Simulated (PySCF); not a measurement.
**`CC1[C@@H](F)S(=O)(=O)[C@@H]1F`, C₄H₆F₂O₂S**

Geometry:
```json
{"atom": "C1", "x (Å)": "-1.519", "y (Å)": "0.032", "z (Å)": "0.709"}
{"atom": "C2", "x (Å)": "-0.588", "y (Å)": "0.225", "z (Å)": "-0.481"}
{"atom": "C3", "x (Å)": "0.214", "y (Å)": "-1.048", "z (Å)": "-0.759"}
{"atom": "F4", "x (Å)": "0.612", "y (Å)": "-1.148", "z (Å)": "-2.053"}
{"atom": "S5", "x (Å)": "1.600", "y (Å)": "-0.346", "z (Å)": "0.280"}
{"atom": "O6", "x (Å)": "2.891", "y (Å)": "-0.365", "z (Å)": "-0.327"}
{"atom": "O7", "x (Å)": "1.463", "y (Å)": "-0.762", "z (Å)": "1.641"}
{"atom": "C8", "x (Å)": "0.574", "y (Å)": "1.161", "z (Å)": "-0.124"}
{"atom": "F9", "x (Å)": "0.334", "y (Å)": "2.043", "z (Å)": "0.869"}
{"atom": "H10", "x (Å)": "-1.990", "y (Å)": "0.976", "z (Å)": "0.971"}
{"atom": "H11", "x (Å)": "-0.953", "y (Å)": "-0.323", "z (Å)": "1.567"}
{"atom": "H12", "x (Å)": "-2.295", "y (Å)": "-0.690", "z (Å)": "0.468"}
{"atom": "H13", "x (Å)": "-1.141", "y (Å)": "0.558", "z (Å)": "-1.364"}
{"atom": "H14", "x (Å)": "-0.228", "y (Å)": "-1.996", "z (Å)": "-0.455"}
{"atom": "H15", "x (Å)": "1.021", "y (Å)": "1.692", "z (Å)": "-0.966"}
```

The calculation used GIAO B97-2/STO-3G magnetisability, rotational g tensor and spin-rotation constants, non-relativistic, gas phase in PySCF 2.14.0. Geometry: GFN2-xTB.

Question: Give the nuclear spin-rotation constants along the inertial axes (H = +C I·J) beside the isotropic shieldings.

Answer: Rotational constants 1.7455, 1.4780, 1.1170 GHz. A star marks the isotopologue with that one atom substituted, in its own axes.
```
atom  isotope  Caa (kHz)  Cbb (kHz)  Ccc (kHz)  mean (kHz)  σ (ppm)
  F4      19F      0.663      0.191      0.513       0.456    407.5
  F9      19F      0.824      0.446      0.436       0.568    395.9
 H10       1H     -0.012     -0.162     -0.107      -0.094     31.8
 H11       1H     -0.167     -0.076     -0.073      -0.105     31.7
 H12       1H     -0.190     -0.042     -0.090      -0.107     32.0
 H13       1H     -0.180     -0.046     -0.080      -0.102     31.2
 H14       1H     -0.208     -0.124      0.025      -0.102     29.6
 H15       1H     -0.176     -0.173      0.052      -0.099     29.0
  C1     13C*      0.110      0.097      0.067       0.091    216.3
  C2     13C*      0.160      0.122      0.111       0.131    197.7
  C3     13C*      0.271      0.241      0.203       0.238    148.2
  S5     33S*      0.295      0.321      0.179       0.265    640.0
  O6     17O*     -0.447     -0.183     -0.200      -0.277    165.8
  O7     17O*     -0.190     -0.229     -0.248      -0.222    196.1
  C8     13C*      0.239      0.221      0.243       0.234    147.3
```
For the geometry as given, no vibrational averaging.
